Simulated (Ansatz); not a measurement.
Abridged output of a molecular run in Ansatz:

```
Functional definition: HF
1115 factors; integrals over basis functions are off by at most 1.0e-3 eV
mean field evaluation 1: about -89452.9403 eV, gradient 3.2e1 eV
mean field evaluation 2: about -89452.9579 eV, gradient 3.2e1 eV
mean field evaluation 4: about -89455.4743 eV, gradient 3.0e0 eV
mean field evaluation 8: about -89455.5097 eV, gradient 1.8e-1 eV
mean field -89455.50985942 eV, -3287.4293522114 hartree, gradient 1.5e-6 eV, S^2 0.000000; 0 other end points of the search recorded, 0 dependent functions left out
21 core orbitals not correlated: weight in the atoms' cores, before any rotation towards them, 1.000 or more for the frozen orbitals, at most 0.000 for the correlated occupied ones
reference -89455.50985942 eV, -3287.4293522114 hartree; 21, 21 occupied and 74, 74 virtual orbitals, 1115 factors
second order -21.49240937 eV of doubles, -0.00000000 eV of singles
cycle   1  -21.99469476 eV  change   -5.0e-1 eV  update   9.5e-2
cycle   2  -22.46554841 eV  change   -4.7e-1 eV  update   2.7e-2
cycle   3  -22.55877453 eV  change   -9.3e-2 eV  update   1.3e-2
cycle   4  -22.55358792 eV  change    5.2e-3 eV  update   2.6e-3
cycle   5  -22.55319014 eV  change    4.0e-4 eV  update   1.0e-3
cycle   6  -22.55321229 eV  change   -2.2e-5 eV  update   2.9e-4
cycle   7  -22.55301321 eV  change    2.0e-4 eV  update   9.6e-5
cycle   8  -22.55301504 eV  change   -1.8e-6 eV  update   3.0e-5
perturbative correction -0.52815818 eV, -0.0194094551 hartree
Total energy: -89478.59103264 eV, -3288.2775696823 hartree
```

Its atoms:

```xyz
9

C    -0.2301   -1.1665    0.1986
Si    0.5763    0.4510   -0.1659
F     1.4304    0.8735    1.1106
Cl    1.8689    0.2886   -1.7395
Se   -0.8461    2.1129   -0.7345
H     0.5268   -1.9084    0.4643
H    -0.9256   -1.0640    1.0349
H    -0.7827   -1.5197   -0.6733
H    -1.6178    1.9325    0.5047
```

(1) Which basis set was used?
A. cc-pV(T+d)Z
B. def2-SVPD
C. def2-TZVPPD
D. def2-SVP

(2) Write the keys of the input that set method, charge and spin (a neutral closed shell needs none for the last two).

Answers

(1) D. It gives 116 functions.

(2) 
```yaml
correlation: {method: ccsd_t}
```
